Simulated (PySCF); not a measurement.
**Tin: highly charged ions in a basis for the neutral atom**

Sn²⁰⁺ [Ar] 3d10 4s2, Sn²¹⁺ [Ar] 3d10 4s1. Calculation: PySCF 2.14, in cc-pVTZ-PP with ECP28MDF; scalar relativity through the core potential. No spin-orbit coupling, so a gap to NIST mixes the basis error with missing relativistic terms.

Changed run: basis of the neutral atom used for a highly charged ion. This setting is unsound on purpose.

| species | method | sound run (hartree) | changed run (hartree) | converged |
| --- | --- | --- | --- | --- |
| Sn²⁰⁺ | UHF | not run | -45.25052 | yes |
| Sn²⁰⁺ | M06-L | not run | -45.41667 | yes |
| Sn²⁰⁺ | TPSS | not run | -45.39391 | yes |
| Sn²¹⁺ | UHF | not run | -23.19633 | yes |
| Sn²¹⁺ | M06-L | not run | -23.26895 | yes |
| Sn²¹⁺ | TPSS | not run | -23.24382 | yes |

Ionisation energy of Sn²⁰⁺:

```csv
method,changed run (eV),NIST (eV)
UHF,600.13,608 ± 4
M06-L,602.67,608 ± 4
TPSS,602.73,608 ± 4
```

The contracted functions were made for the neutral atom and can be too rigid for a highly charged ion.
